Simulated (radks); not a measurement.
Task: These are the eigenvalues of the occupied orbitals of an atom or ion with whole-number occupations (hartree). Calculated with a radial shooting solver on a logarithmic mesh with Libxc functionals: Dirac Kohn-Sham, BLYP, spin-unpolarised, spherical densities, finite nucleus; Fermi nuclear charge, rms radius of each element as measured or else 0.836 A^(1/3) + 0.57 fm.

1s1/2: -1783.006
2s1/2: -298.7288
2p1/2: -283.8196
2p3/2: -259.9943
3s1/2: -71.39936
3p1/2: -64.95323
3p3/2: -60.09522
3d3/2: -48.92457
3d5/2: -47.86754
4s1/2: -19.80254
4p1/2: -17.29710
4p3/2: -16.19504
4d3/2: -12.04632
4d5/2: -11.84263
5s1/2: -7.61424
4f5/2: -6.87673

Which element is it, and in what charge state? The configuration may be excited. Open shells, if any, fill j = l - 1/2 first.

Result: Z = 63, europium, charge +11: Eu11+ in [Kr] 4d10 4f4 5s2. The list shows which subshells hold electrons but not how many an open one holds; the 1s level, -1783 hartree, gives Z - s = 59.7 by -(Z - s)^2/2, which with screening and relativity narrows Z to a few neighbours, and the depths of the outer levels then fix element, charge and occupations together.
